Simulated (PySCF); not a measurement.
PySCF input for C₂H₅FO₂Si, SMILES F[Si@@H](C)C(=O)O, TDA-PBE/def2-SVPD. Geometry: B3LYP-D3(BJ)/def2-SVP. The structure was generated by enumeration; whether it is a known compound was not checked. The values are those of a single conformer.

```python
import numpy as np
from pyscf import gto, scf, dft, tdscf

mol = gto.M(
    atom='''
    C    -1.85984479   -0.53021852    0.88957956
    Si   -0.62893340    0.55510230    0.01439036
    F    -0.99598309    0.67496985   -1.56918603
    C     1.09998458   -0.24556275    0.24209773
    O     1.49514942   -0.51095324    1.35538399
    O     1.82070876   -0.48386227   -0.86628899
    H    -2.85802540   -0.06720241    0.92591438
    H    -1.94528510   -1.50450971    0.38290605
    H    -1.51373283   -0.70698556    1.92047447
    H    -0.54702163    1.92976195    0.56906443
    H     2.66527608   -0.88401338   -0.57997403
    ''',
    basis='def2-SVPD',
    charge=0,
    spin=0,
    max_memory=1600,
    verbose=4,
)
mf = dft.RKS(mol, xc='pbe').density_fit(auxbasis='def2-universal-jkfit')
mf.grids.level = 3
mf.conv_tol = 1e-9
mf.max_cycle = 100
mf.kernel()
mf.grids = dft.Grids(mol).set(level=1).build(with_non0tab=True)  # coarser grid for the response kernel
td = tdscf.TDA(mf)
td.singlet = True
td.nstates = 10
td.conv_tol = 1e-4
td.positive_eig_threshold = 1e-6
td.kernel(x0=td.get_init_guess(mf, 15))
td.analyze()
tt = tdscf.TDA(mf)
tt.singlet = False
tt.nstates = 4
tt.conv_tol = 1e-4
tt.positive_eig_threshold = 1e-6
tt.kernel(x0=tt.get_init_guess(mf, 9))
tt.analyze(verbose=3)
```

It prints:

```
PySCF version 2.14.0

[INPUT] verbose = 4
[INPUT] num. atoms = 11
[INPUT] num. electrons = 56
[INPUT] charge = 0
[INPUT] spin (= nelec alpha-beta = 2S) = 0
[INPUT] symmetry False subgroup None
[INPUT] Mole.unit = angstrom
[INPUT] Symbol           X                Y                Z      unit          X                Y                Z       unit  Magmom
[INPUT]  1 C     -1.859844790000  -0.530218520000   0.889579560000 AA   -3.514597287299  -1.001967788972   1.681061734411 Bohr   0.0
[INPUT]  2 Si    -0.628933400000   0.555102300000   0.014390360000 AA   -1.188511876592   1.048991318116   0.027193839234 Bohr   0.0
[INPUT]  3 F     -0.995983090000   0.674969850000  -1.569186030000 AA   -1.882135264798   1.275508158839  -2.965331835194 Bohr   0.0
[INPUT]  4 C      1.099984580000  -0.245562750000   0.242097730000 AA    2.078669597445  -0.464046343895   0.457498405079 Bohr   0.0
[INPUT]  5 O      1.495149420000  -0.510953240000   1.355383990000 AA    2.825422919102  -0.965561686059   2.561304534720 Bohr   0.0
[INPUT]  6 O      1.820708760000  -0.483862270000  -0.866288990000 AA    3.440640908996  -0.914367172310  -1.637048935826 Bohr   0.0
[INPUT]  7 H     -2.858025400000  -0.067202410000   0.925914380000 AA   -5.400885263051  -0.126994149811   1.749724592996 Bohr   0.0
[INPUT]  8 H     -1.945285100000  -1.504509710000   0.382906050000 AA   -3.676056073197  -2.843111303649   0.723587565939 Bohr   0.0
[INPUT]  9 H     -1.513732830000  -0.706985560000   1.920474470000 AA   -2.860540474463  -1.336009082422   3.629170777519 Bohr   0.0
[INPUT] 10 H     -0.547021630000   1.929761950000   0.569064430000 AA   -1.033721064913   3.646721571107   1.075375919932 Bohr   0.0
[INPUT] 11 H      2.665276080000  -0.884013380000  -0.579974030000 AA    5.036641837554  -1.670543178651  -1.095992076060 Bohr   0.0

nuclear repulsion = 303.375830522859
number of shells = 73
number of NR pGTOs = 251
number of NR cGTOs = 173
basis = def2-SVPD
ecp = {}


[settings echo left out]
init E= -618.715000273507
  HOMO = -0.323748090297786  LUMO = -0.118540461210336  gap/eV = 5.58398
cycle= 1 E= -618.047015952243  delta_E= 0.668  |g|= 1.08  |ddm|=  4.2
  HOMO = -0.102758041813515  LUMO = -0.0179899382349356  gap/eV = 2.30666
cycle= 2 E= -616.835314855272  delta_E= 1.21  |g|= 2.62  |ddm|= 3.27
  HOMO = -0.25743627331656  LUMO = -0.0693642915214907  gap/eV = 5.11770
cycle= 3 E= -618.179269807321  delta_E= -1.34  |g|= 0.683  |ddm|= 2.65
  HOMO = -0.242646068388768  LUMO = -0.0737147695004277  gap/eV = 4.59685
cycle= 4 E= -618.272322347059  delta_E= -0.0931  |g|= 0.154  |ddm|= 0.67
  HOMO = -0.24726969559158  LUMO = -0.0811913785073002  gap/eV = 4.51922
cycle= 5 E= -618.275326629386  delta_E= -0.003  |g|= 0.0829  |ddm|= 0.204
  HOMO = -0.242832276146896  LUMO = -0.0763825796750903  gap/eV = 4.52933
cycle= 6 E= -618.276919613885  delta_E= -0.00159  |g|= 0.0154  |ddm|= 0.0932
  HOMO = -0.242919184482999  LUMO = -0.076085820526556  gap/eV = 4.53977
cycle= 7 E= -618.276979181632  delta_E= -5.96e-05  |g|= 0.00485  |ddm|= 0.0211
  HOMO = -0.24335459571535  LUMO = -0.0764789414106484  gap/eV = 4.54092
cycle= 8 E= -618.276983995711  delta_E= -4.81e-06  |g|= 0.00183  |ddm|= 0.00661
  HOMO = -0.243415178491384  LUMO = -0.0764780167784269  gap/eV = 4.54259
cycle= 9 E= -618.276984582307  delta_E= -5.87e-07  |g|= 0.000564  |ddm|= 0.002
  HOMO = -0.243363145674684  LUMO = -0.0764302498718434  gap/eV = 4.54248
cycle= 10 E= -618.276984641401  delta_E= -5.91e-08  |g|= 0.000167  |ddm|= 0.000702
  HOMO = -0.243393407724918  LUMO = -0.0764574201290702  gap/eV = 4.54256
cycle= 11 E= -618.276984646257  delta_E= -4.86e-09  |g|= 8.38e-05  |ddm|= 0.000294
  HOMO = -0.243385031238709  LUMO = -0.0764500942587212  gap/eV = 4.54253
cycle= 12 E= -618.276984647989  delta_E= -1.73e-09  |g|= 6.48e-06  |ddm|= 0.000117
  HOMO = -0.243384286887561  LUMO = -0.0764494043923767  gap/eV = 4.54253
cycle= 13 E= -618.276984647986  delta_E= 3.98e-12  |g|= 9.28e-06  |ddm|= 1.68e-05
  HOMO = -0.243384345824564  LUMO = -0.0764497534760062  gap/eV = 4.54252
Extra cycle  E= -618.276984647907  delta_E= 7.88e-11  |g|= 2.21e-05  |ddm|= 2.55e-05
converged SCF energy = -618.276984647907
tot grids = 44792
Overwritten attributes  positive_eig_threshold  of <class 'pyscf.tdscf.rks.TDA'>


******** <class 'pyscf.tdscf.rks.TDA'> for <class 'pyscf.df.df_jk.DFRKS'> ********
nstates = 10 singlet
deg_eia_thresh = 1.000e-03
wfnsym = None
conv_tol = 0.0001
eigh lindep = 1e-12
eigh level_shift = 0
eigh max_cycle = 100


Excitation energies (eV)
[4.87054321 6.16990448 6.35943127 6.55881387 6.7770733  7.0976272
 7.33578099 7.56455074 7.745725   7.87387179]

** Singlet excitation energies and oscillator strengths **
Excited State   1:      4.87054 eV    254.56 nm  f=0.0062
      28 -> 29        0.70327
Excited State   2:      6.16990 eV    200.95 nm  f=0.0321
      27 -> 29       -0.28296
      28 -> 30        0.64374
Excited State   3:      6.35943 eV    194.96 nm  f=0.0252
      26 -> 29        0.43012
      27 -> 29        0.49914
      28 -> 30        0.20488
Excited State   4:      6.55881 eV    189.03 nm  f=0.1248
      28 -> 31        0.69830
Excited State   5:      6.77707 eV    182.95 nm  f=0.0060
      26 -> 29        0.12997
      28 -> 32       -0.69146
Excited State   6:      7.09763 eV    174.68 nm  f=0.0081
      25 -> 29        0.69511
Excited State   7:      7.33578 eV    169.01 nm  f=0.0261
      28 -> 33       -0.69451
Excited State   8:      7.56455 eV    163.90 nm  f=0.0166
      26 -> 29        0.14236
      27 -> 30        0.66429
Excited State   9:      7.74572 eV    160.07 nm  f=0.0428
      26 -> 29       -0.28128
      26 -> 30        0.40733
      27 -> 29        0.18842
      27 -> 30        0.19710
      28 -> 34       -0.33514
Excited State  10:      7.87387 eV    157.46 nm  f=0.0230
      24 -> 29        0.22476
      26 -> 29       -0.10867
      26 -> 30       -0.49564
      27 -> 31       -0.14973
      28 -> 34       -0.37814

** Transition electric dipole moments (AU) **
state          X           Y           Z        Dip. S.      Osc.
  1         0.0839      0.2125      0.0099      0.0523      0.0062
  2         0.3997     -0.1338     -0.1869      0.2126      0.0321
  3        -0.3849      0.0799      0.0840      0.1616      0.0252
  4         0.7968     -0.3445     -0.1519      0.7766      0.1248
  5         0.1845     -0.0146      0.0460      0.0364      0.0060
  6         0.0653      0.2021     -0.0350      0.0463      0.0081
  7         0.3053     -0.0854      0.2111      0.1451      0.0261
  8        -0.2306     -0.0951      0.1647      0.0893      0.0166
  9         0.2948     -0.1543     -0.3390      0.2257      0.0428
 10         0.2545     -0.1945     -0.1291      0.1193      0.0230

** Transition velocity dipole moments (imaginary part, AU) **
state          X           Y           Z        Dip. S.      Osc.
  1        -0.0094     -0.0292     -0.0075      0.0010      0.0037
  2         0.0658     -0.0240     -0.0326      0.0060      0.0175
  3        -0.0473     -0.0082      0.0141      0.0025      0.0072
  4         0.1502     -0.0541     -0.0397      0.0271      0.0749
  5         0.0479      0.0001     -0.0093      0.0024      0.0064
  6        -0.0050     -0.0095     -0.0124      0.0003      0.0007
  7         0.0499     -0.0012      0.0222      0.0030      0.0074
  8        -0.0441     -0.0254      0.0008      0.0026      0.0062
  9         0.0769     -0.0324      0.0126      0.0071      0.0167
 10         0.0465     -0.0523     -0.0043      0.0049      0.0113

** Transition magnetic dipole moments (imaginary part, AU) **
state          X           Y           Z
  1         0.1570     -0.0966      0.7111
  2        -0.1094     -0.3917      0.2279
  3         0.0823     -0.1328     -0.1371
  4        -0.0839     -0.3684      0.1723
  5        -0.1118      0.1893     -0.3232
  6        -0.4480      0.3221     -0.0456
  7         0.0171      0.1255      0.1198
  8        -0.3292      0.0613      0.2420
  9        -0.3028      0.3688      0.1718
 10         0.4531     -0.1165      0.1392


******** <class 'pyscf.tdscf.rks.TDA'> for <class 'pyscf.df.df_jk.DFRKS'> ********
nstates = 4 triplet
deg_eia_thresh = 1.000e-03
wfnsym = None
conv_tol = 0.0001
eigh lindep = 1e-12
eigh level_shift = 0
eigh max_cycle = 100


Excitation energies (eV)
[4.17008745 5.48110526 5.86907603 6.03818868]

** Triplet excitation energies and oscillator strengths **
Excited State   1:      4.17009 eV    297.32 nm  f=0.0000
Excited State   2:      5.48111 eV    226.20 nm  f=0.0000
Excited State   3:      5.86908 eV    211.25 nm  f=0.0000
Excited State   4:      6.03819 eV    205.33 nm  f=0.0000
```

The calculation finished and met its thresholds.

Cost: about 80 core-seconds (a rough figure).
